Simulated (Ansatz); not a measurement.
Reactions of `C[NH][GeH]([F])[Cl]`.

Isolated molecules relaxed with PBE0-D4/def2-TZVP in Ansatz; ΔE leaves out vibrations. CCSD(T)/CBS is the MP2 limit (def2-TZVPP, def2-QZVPP) plus CCSD(T) − MP2 in def2-TZVPP, frozen cores. This one scheme is used for every species. DFT in def2-TZVPP. B3LYP here is the variant with VWN-RPA as its local correlation; programs differ in this. Elements past krypton have def2 core potentials. For Ge, In outer-core shells are correlated without core-valence functions, which leaves a few kJ/mol of doubt a bond. Scalar relativity is left out up to krypton. One conformer a species, not always the lowest.

| reaction | B3LYP-D4 (kcal/mol) | ωB97M-V (kcal/mol) | CCSD(T)/CBS(def2) (kcal/mol) |
| --- | --- | --- | --- |
| `C[NH][GeH]([F])[Cl]` + `O[SiH3]` → `[F][GeH]([Cl])[O][SiH3]` + CH₃NH₂ | -8.2 | -8.0 | -7.8 |
| `C[NH][GeH]([F])[Cl]` + `[NH2][In]([Cl])[Cl]` → `[NH2][GeH]([F])[Cl]` + `C[NH][In]([Cl])[Cl]` | 0.7 | 0.5 | 0.3 |
| `C[NH][GeH]([F])[Cl]` + CH₃OH → `C[NH][GeH]([F])[O]C` + HCl | 8.4 | 8.5 | 7.5 |
| `C[NH][GeH]([F])[Cl]` + `[NH2][GeH]([NH2])[NH2]` → `C[NH][GeH2][Cl]` + `[NH2][Ge]([NH2])([NH2])[F]` | -6.3 | -6.3 | -6.4 |

Largest T1 diagnostic: 0.013, for `C[NH][In]([Cl])[Cl]`.
